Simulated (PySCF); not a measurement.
TiOCl₂, SMILES [Cl][Ti](=[O])[Cl], multiplicity 1. The structure is a stationary point at TPSSh-D3(BJ)/def2-SVP. The spin state was assumed, not searched.

Computed equilibrium geometry at TPSSh-D3(BJ)/def2-SVP (PySCF confirms it by a frequency run) as a Z-matrix, and its point group:
point group Cs.
```
Ti
O 1 1.5869
Cl 1 2.2233 2 114.53
Cl 1 2.2233 2 114.53 3 164.25
```
